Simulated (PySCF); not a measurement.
A side-by-side comparison of computed properties.

First species: C4H8F2O2Si.
SMILES: `FC(OC(CO[SiH3])=C)F`

Second species: C₇H₁₁FSSi.
InChI=1S/C7H11FSSi/c1-3-5-6(8)7(10-5)4(2)9/h3,6-7H,10H2,1-2H3/b5-3+/t6-,7+/m1/s1

Levels: PBE0/pcSseg-1 for dipole moment, HOMO energy, LUMO energy and HOMO–LUMO gap; GFN2-xTB for rotational constant A and rotational constant C. Geometries: GFN2-xTB. All species are isolated and taken at one optimised geometry, non-relativistic unless stated; the electronic structure was computed with PySCF and density fitting.

The conformers computed, where there is a choice (atom-mapped SMILES and torsion angles):
- `[CH2:1]=[C:2]([CH2:3][O:4][SiH3:5])[O:6][CH:7]([F:8])[F:9]`: C1–C2–C3–O4 -21°, C2–C3–O4–Si5 -79°, C1–C2–O6–C7 -14°, C2–O6–C7–F8 -164°
- `[CH3:1]/[CH:2]=[C:3]1/[SiH2:4][C@@H:5]([C:6]([CH3:7])=[S:8])[C@@H:9]1[F:10]`: Si4–C5–C6–C7 -97°

| property | column X | column Y |
| --- | --- | --- |
| dipole moment | 1.54 D | 3.07 D |
| HOMO energy | -7.63 eV | -6.19 eV |
| LUMO energy | 0.03 eV | -1.78 eV |
| HOMO–LUMO gap | 7.66 eV | 4.41 eV |
| rotational constant A | 3.501 GHz | 1.555 GHz |
| rotational constant C | 0.531 GHz | 0.567 GHz |

Which column belongs to which species?

Column X is the first species and column Y the second. The first has 17 atoms and 80 electrons, the second 21 and 92.

How does each property change from the first species to the second?

dipole moment +1.53 D; HOMO energy +1.44 eV; LUMO energy -1.81 eV; HOMO–LUMO gap -3.25 eV; rotational constant A -1.946 GHz; rotational constant C +0.036 GHz.

On the first: The dipole matches unit charges of opposite sign 0.32 Å apart (1 e·Å = 4.8032 D).

On the second: In atomic units the dipole is 1.21 e·bohr (1 au = 2.5417 D).
